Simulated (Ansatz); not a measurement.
A structure relaxed at PBE-D4/def2-TZVP in Ansatz, charge 0, doublet:

```xyz
3

P     0.3651    1.5985   -0.7042
Se   -0.8603    0.0998    0.2112
Se    0.4951   -1.6984    0.4929
```

Problem. Give its formula and point group.

Solution. the cluster PSe₂. Point group Cs (tolerance 0.1 Å).

Problem. Summarise the bond lengths by kind (pairs closer than 1.2 times the sum of covalent radii, bridged metal pairs left out).

Solution. 1 × P–Se 2.14 Å; 1 × Se–Se 2.27 Å.

The charge 0 doublet is spin-contaminated (final ⟨S²⟩ up to 0.86, 0.75 for a pure state). The relaxation made no stability test and no search for a lower SCF solution. Another isomer (doublet) lies 1.16 eV lower at PBE0-D4/def2-TZVP; other spin states weren't run for this one.
